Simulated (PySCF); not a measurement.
**Ionisation energy of Ni by level of theory**

Ni [Ar] 3d8 4s2 (3F) → Ni⁺ [Ar] 3d9 (2D), as a difference of total energies. Calculation: PySCF 2.14, in aug-cc-pwCVTZ; the non-relativistic Hamiltonian (point nucleus). Correlated levels: valence: [Ar] frozen; valence and next inner shell: [Ne] frozen; nothing frozen. The calculations carry no spin-orbit coupling.

Order these methods by the ionisation energy they give, lowest first.
A. SCS-MP2 (all electrons)
B. r2SCAN
C. r2SCAN0
D. MP2 (valence)

A (6.234 eV), D (6.417 eV), B (7.657 eV), C (7.685 eV).

A first-order spin-orbit estimate (lowest level to lowest level, LS coupling) adds 0.053 eV.

These non-relativistic numbers lack the scalar-relativistic shift.

Errors of the correlated levels include the incompleteness of this basis and the frozen core.

MP2 underrates the near-degeneracy of ns² with np² in the lower species.

For comparison: 7.640 eV (measured; NIST Atomic Spectra Database, ionization energies).
